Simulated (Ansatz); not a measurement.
Basis-set extrapolation for B$_{2}$H$_{6}$OSi (`BO[SiH2]B`) (PBE0-D4/def2-TZVP geometry, frozen core, Ansatz). Multiplicity 1, RHF reference.

```json
{"": "HF", "def2-TZVPP": "-416.762412", "def2-QZVPP": "-416.778220"}
{"": "MP2 correlation", "def2-TZVPP": "-0.555184", "def2-QZVPP": "-0.596295"}
{"": "CCSD(T) correlation", "def2-TZVPP": "-0.624908", "def2-QZVPP": "not run"}
```

Energies in hartree. Use E(X) = E(∞) + A·exp(−7.88·√X) for Hartree–Fock and E(X) = E(∞) + B·X^(−2.97) for correlation, with X = 3 and 4, and add CCSD(T) minus MP2 of the smaller set to the MP2 limit.

Q: What is the CCSD(T) energy at the basis-set limit?

A: HF limit: -416.778220 + (-0.015808) × 0.13774 = -416.78040. MP2 limit: -0.596295 + (-0.041111) × 0.74074 = -0.62675. Higher-order term: -0.624908 − (-0.555184) = -0.06972. Total: -417.47687 hartree, 56.2 kcal/mol below CCSD(T)/def2-TZVPP.
